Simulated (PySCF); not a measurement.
## Atomic charges against the basis set

C₃H₈FNSi.
Z-matrix (Å and degrees, PBE0-D3(BJ)/def2-SVP geometry), rows numbered from 1:
```
C 
C   1  1.3315
F   2  1.3525  1  119.48
Si  2  1.8873  1  127.39  3  -179.17
N   4  1.7246  2  105.35  1  -135.60
C   5  1.4420  4  125.49  2   177.44
H   1  1.0937  2  121.33  3     0.77
H   1  1.0915  2  119.80  3  -179.11
H   4  1.5027  2  108.66  1   100.68
H   4  1.4941  2  109.16  1   -15.81
H   5  1.0149  4  115.56  2   -27.52
H   6  1.1020  5  109.99  4   -32.18
H   6  1.1076  5  114.12  4    88.01
H   6  1.1030  5  111.33  4  -149.97
```

PBE0 throughout (PySCF), one geometry, spherical d and f functions. One conformer (not necessarily the lowest) at the PBE0-D3(BJ)/def2-SVP geometry, without solvent, vibrations or thermal averaging. The first 7 of 11 kinds of atom are listed.

Mulliken charges (e):

```json
{"basis": "STO-3G", "functions": "42", "C1": "-0.215", "C2": "-0.078", "F3": "-0.084", "Si4": "+0.729", "N5": "-0.505", "C6": "-0.150", "H7": "+0.080"}
{"basis": "6-31G", "functions": "74", "C1": "-0.392", "C2": "+0.081", "F3": "-0.327", "Si4": "+0.872", "N5": "-0.891", "C6": "-0.300", "H7": "+0.184"}
{"basis": "pcSseg-0", "functions": "74", "C1": "-0.424", "C2": "-0.196", "F3": "-0.349", "Si4": "+1.107", "N5": "-1.052", "C6": "-0.391", "H7": "+0.245"}
{"basis": "6-31G*", "functions": "104", "C1": "-0.458", "C2": "+0.241", "F3": "-0.323", "Si4": "+0.558", "N5": "-0.729", "C6": "-0.363", "H7": "+0.190"}
{"basis": "cc-pVDZ", "functions": "128", "C1": "-0.057", "C2": "-0.004", "F3": "-0.199", "Si4": "+0.385", "N5": "-0.347", "C6": "+0.015", "H7": "+0.056"}
{"basis": "def2-SVP", "functions": "128", "C1": "-0.111", "C2": "-0.007", "F3": "-0.231", "Si4": "+0.557", "N5": "-0.474", "C6": "+0.054", "H7": "+0.070"}
{"basis": "aug-cc-pVDZ", "functions": "214", "C1": "+0.647", "C2": "+0.526", "F3": "-0.538", "Si4": "-0.138", "N5": "-0.382", "C6": "+0.791", "H7": "-0.344"}
{"basis": "6-311+G(2d,p)", "functions": "218", "C1": "-0.387", "C2": "+0.084", "F3": "-0.286", "Si4": "+0.792", "N5": "-0.597", "C6": "-0.377", "H7": "+0.135"}
{"basis": "def2-TZVP", "functions": "240", "C1": "-0.314", "C2": "+0.117", "F3": "-0.202", "Si4": "+0.304", "N5": "-0.427", "C6": "-0.286", "H7": "+0.140"}
{"basis": "cc-pVTZ", "functions": "296", "C1": "-0.303", "C2": "+0.120", "F3": "-0.187", "Si4": "+0.266", "N5": "-0.261", "C6": "-0.190", "H7": "+0.130"}
{"basis": "IGLO-III", "functions": "299", "C1": "-0.273", "C2": "+0.083", "F3": "-0.263", "Si4": "+0.859", "N5": "-0.461", "C6": "-0.353", "H7": "+0.115"}
```

IAO charges (e):

| basis | functions | C1 | C2 | F3 | Si4 | N5 | C6 | H7 |
| --- | --- | --- | --- | --- | --- | --- | --- | --- |
| STO-3G | 42 | -0.324 | -0.113 | -0.097 | +0.821 | -0.556 | -0.313 | +0.135 |
| 6-31G | 74 | -0.350 | +0.021 | -0.258 | +0.737 | -0.638 | -0.318 | +0.170 |
| pcSseg-0 | 74 | -0.340 | +0.002 | -0.244 | +0.756 | -0.635 | -0.302 | +0.164 |
| 6-31G* | 104 | -0.347 | +0.023 | -0.268 | +0.860 | -0.667 | -0.291 | +0.161 |
| cc-pVDZ | 128 | -0.354 | +0.029 | -0.269 | +0.850 | -0.661 | -0.289 | +0.162 |
| def2-SVP | 128 | -0.343 | +0.023 | -0.269 | +0.866 | -0.657 | -0.281 | +0.158 |
| aug-cc-pVDZ | 214 | -0.359 | +0.034 | -0.284 | +0.857 | -0.680 | -0.300 | +0.167 |
| 6-311+G(2d,p) | 218 | -0.358 | +0.024 | -0.285 | +0.891 | -0.691 | -0.302 | +0.167 |
| def2-TZVP | 240 | -0.359 | +0.025 | -0.284 | +0.901 | -0.691 | -0.301 | +0.167 |
| cc-pVTZ | 296 | -0.361 | +0.028 | -0.281 | +0.887 | -0.686 | -0.302 | +0.166 |
| IGLO-III | 299 | -0.360 | +0.024 | -0.285 | +0.900 | -0.693 | -0.303 | +0.168 |

Hirshfeld charges (e):

```
        basis  functions      C1      C2      F3     Si4      N5      C6      H7
       STO-3G         42  -0.115  -0.024  -0.043  +0.447  -0.280  +0.019  +0.026
        6-31G         74  -0.112  -0.008  -0.096  +0.342  -0.259  -0.046  +0.057
     pcSseg-0         74  -0.120  -0.005  -0.091  +0.373  -0.243  -0.054  +0.052
       6-31G*        104  -0.114  -0.008  -0.085  +0.322  -0.245  -0.046  +0.054
      cc-pVDZ        128  -0.121  -0.011  -0.076  +0.343  -0.232  -0.059  +0.051
     def2-SVP        128  -0.122  -0.006  -0.084  +0.351  -0.234  -0.062  +0.052
  aug-cc-pVDZ        214  -0.124  -0.014  -0.090  +0.361  -0.255  -0.072  +0.058
6-311+G(2d,p)        218  -0.119  -0.016  -0.094  +0.360  -0.254  -0.065  +0.057
    def2-TZVP        240  -0.121  -0.012  -0.090  +0.352  -0.249  -0.068  +0.056
      cc-pVTZ        296  -0.123  -0.010  -0.086  +0.351  -0.247  -0.068  +0.055
     IGLO-III        299  -0.125  -0.010  -0.093  +0.356  -0.250  -0.073  +0.057
```

ESP-fitted charges (e):

```tsv
basis	functions	C1	C2	F3	Si4	N5	C6	H7
STO-3G	42	-0.384	+0.025	-0.056	+0.513	-0.479	-0.213	+0.144
6-31G	74	-0.507	+0.103	-0.174	+0.504	-0.750	+0.002	+0.237
pcSseg-0	74	-0.554	+0.093	-0.180	+0.629	-0.753	-0.080	+0.254
6-31G*	104	-0.489	+0.067	-0.118	+0.378	-0.600	-0.088	+0.220
cc-pVDZ	128	-0.482	+0.083	-0.126	+0.337	-0.521	-0.084	+0.214
def2-SVP	128	-0.477	+0.082	-0.141	+0.402	-0.560	-0.054	+0.214
aug-cc-pVDZ	214	-0.513	+0.096	-0.147	+0.340	-0.528	-0.113	+0.235
6-311+G(2d,p)	218	-0.523	+0.092	-0.147	+0.335	-0.543	-0.133	+0.241
def2-TZVP	240	-0.524	+0.102	-0.143	+0.335	-0.529	-0.124	+0.236
cc-pVTZ	296	-0.504	+0.083	-0.133	+0.353	-0.517	-0.124	+0.228
IGLO-III	299	-0.503	+0.088	-0.143	+0.335	-0.532	-0.107	+0.231
```

Which scheme is steadiest as the basis changes?

Largest range over the bases for any column: Hirshfeld 0.12 e, IAO 0.19 e, ESP-fitted 0.29 e, Mulliken 1.25 e. Hirshfeld charges move least and Mulliken charges most, counted in e. Without the minimal STO-3G basis the ranges are Hirshfeld 0.05, IAO 0.16, ESP-fitted 0.29, Mulliken 1.25 e.

How much do the charges still move between the two largest bases, cc-pVTZ and IGLO-III?

At most, over all atoms: Mulliken 0.593 e, IAO 0.014 e, Hirshfeld 0.007 e, ESP-fitted 0.018 e.

What do the same runs give for the total energy, the frontier levels and the dipole moment?

| basis | energy (Eh) | HOMO (eV) | LUMO (eV) | μ (D) |
| --- | --- | --- | --- | --- |
| STO-3G | -555.8588 | -3.47 | 3.83 | 0.79 |
| 6-31G | -562.6418 | -6.39 | 0.15 | 0.92 |
| pcSseg-0 | -561.8003 | -6.53 | -0.08 | 1.12 |
| 6-31G* | -562.7447 | -6.57 | 0.21 | 0.81 |
| cc-pVDZ | -562.7801 | -6.62 | 0.04 | 0.90 |
| def2-SVP | -562.4793 | -6.69 | -0.05 | 0.93 |
| aug-cc-pVDZ | -562.8045 | -6.79 | -0.36 | 0.91 |
| 6-311+G(2d,p) | -562.8705 | -6.84 | -0.39 | 0.94 |
| def2-TZVP | -562.8972 | -6.83 | -0.27 | 0.90 |
| cc-pVTZ | -562.8880 | -6.79 | -0.19 | 0.88 |
| IGLO-III | -562.9038 | -6.83 | -0.33 | 0.93 |

The dipole is fixed by the density alone, so its range of 0.33 D shows that the density itself changes with the basis, not only its division among atoms.
